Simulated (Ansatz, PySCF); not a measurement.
Breaking a bond: GeNa (anion, charge -1), lowest triplet found (which spin is the ground state isn't settled by this scan).

- ROCCSDT(Q) = CCSDT(Q)/B on ROHF/aug-cc-pVDZ, cores with 3d frozen in Ansatz (an electronic-structure program)
- UKS-LDA (SVWN5)/6-31G* = unrestricted LDA (SVWN5)/6-31G*, spherical d run with PySCF
- ROCCSD(T) = CCSD(T) on ROHF/aug-cc-pVDZ, cores with 3d frozen in Ansatz
- ROCCSD = CCSD on ROHF/aug-cc-pVDZ, cores with 3d frozen (Ansatz)

Energies are in kcal/mol, each relative to the lowest point of its own curve between 2.61 and 3.84 Å, where full CI is lowest.

```json
[
 {"R / Å": "2.08", "ROCCSDT(Q)": "44.7", "UKS-LDA (SVWN5)/6-31G*": "31.5", "ROCCSD(T)": "44.6", "ROCCSD": "45.0"},
 {"R / Å": "2.23", "ROCCSDT(Q)": "26.0", "UKS-LDA (SVWN5)/6-31G*": "16.3", "ROCCSD(T)": "25.9", "ROCCSD": "26.4"},
 {"R / Å": "2.36", "ROCCSDT(Q)": "15.4", "UKS-LDA (SVWN5)/6-31G*": "8.3", "ROCCSD(T)": "15.3", "ROCCSD": "15.8"},
 {"R / Å": "2.47", "ROCCSDT(Q)": "9.4", "UKS-LDA (SVWN5)/6-31G*": "4.1", "ROCCSD(T)": "9.3", "ROCCSD": "9.7"},
 {"R / Å": "2.61", "ROCCSDT(Q)": "4.4", "UKS-LDA (SVWN5)/6-31G*": "1.2", "ROCCSD(T)": "4.4", "ROCCSD": "4.7"},
 {"R / Å": "2.71", "ROCCSDT(Q)": "2.3", "UKS-LDA (SVWN5)/6-31G*": "0.3", "ROCCSD(T)": "2.2", "ROCCSD": "2.5"},
 {"R / Å": "2.79", "ROCCSDT(Q)": "1.1", "UKS-LDA (SVWN5)/6-31G*": "0.0", "ROCCSD(T)": "1.1", "ROCCSD": "1.3"},
 {"R / Å": "2.87", "ROCCSDT(Q)": "0.4", "UKS-LDA (SVWN5)/6-31G*": "0.1", "ROCCSD(T)": "0.4", "ROCCSD": "0.6"},
 {"R / Å": "2.95", "ROCCSDT(Q)": "0.0", "UKS-LDA (SVWN5)/6-31G*": "0.4", "ROCCSD(T)": "0.0", "ROCCSD": "0.1"},
 {"R / Å": "3.09", "ROCCSDT(Q)": "0.0", "UKS-LDA (SVWN5)/6-31G*": "1.4", "ROCCSD(T)": "0.0", "ROCCSD": "0.0"},
 {"R / Å": "3.26", "ROCCSDT(Q)": "0.7", "UKS-LDA (SVWN5)/6-31G*": "3.1", "ROCCSD(T)": "0.7", "ROCCSD": "0.5"},
 {"R / Å": "3.41", "ROCCSDT(Q)": "1.7", "UKS-LDA (SVWN5)/6-31G*": "4.8", "ROCCSD(T)": "1.7", "ROCCSD": "1.4"},
 {"R / Å": "3.62", "ROCCSDT(Q)": "3.4", "UKS-LDA (SVWN5)/6-31G*": "7.2", "ROCCSD(T)": "3.4", "ROCCSD": "3.0"},
 {"R / Å": "3.84", "ROCCSDT(Q)": "5.4", "UKS-LDA (SVWN5)/6-31G*": "9.6", "ROCCSD(T)": "5.4", "ROCCSD": "4.8"},
 {"R / Å": "4.19", "ROCCSDT(Q)": "8.4", "UKS-LDA (SVWN5)/6-31G*": "12.9", "ROCCSD(T)": "8.4", "ROCCSD": "7.6"},
 {"R / Å": "4.60", "ROCCSDT(Q)": "11.6", "UKS-LDA (SVWN5)/6-31G*": "16.0", "ROCCSD(T)": "11.5", "ROCCSD": "10.5"},
 {"R / Å": "5.09", "ROCCSDT(Q)": "14.5", "UKS-LDA (SVWN5)/6-31G*": "18.5", "ROCCSD(T)": "14.4", "ROCCSD": "13.1"},
 {"R / Å": "5.68", "ROCCSDT(Q)": "17.0", "UKS-LDA (SVWN5)/6-31G*": "20.4", "ROCCSD(T)": "16.8", "ROCCSD": "15.3"},
 {"R / Å": "6.35", "ROCCSDT(Q)": "—", "UKS-LDA (SVWN5)/6-31G*": "21.4", "ROCCSD(T)": "18.6", "ROCCSD": "16.9"},
 {"R / Å": "7.16", "ROCCSDT(Q)": "—", "UKS-LDA (SVWN5)/6-31G*": "21.8", "ROCCSD(T)": "—", "ROCCSD": "—"}
]
```

A dash means that the run gave no value there, or that the column was ended at a point which the program doubted or which failed a test of continuity chosen for this set; such a test can also cut sound points.

The T1 diagnostic of CCSD on the restricted reference of ROCCSDT(Q), ROCCSD(T), ROCCSD exceeds 0.045 at 2.08 to 6.35 Å. Where the anion isn't bound against loss of the electron, the finite basis alone holds it. The unrestricted determinant behind UKS-LDA (SVWN5)/6-31G* is spin-contaminated at 2.08 to 9.70 Å (<S²> up to 2.6, against 2.00 for a pure triplet).
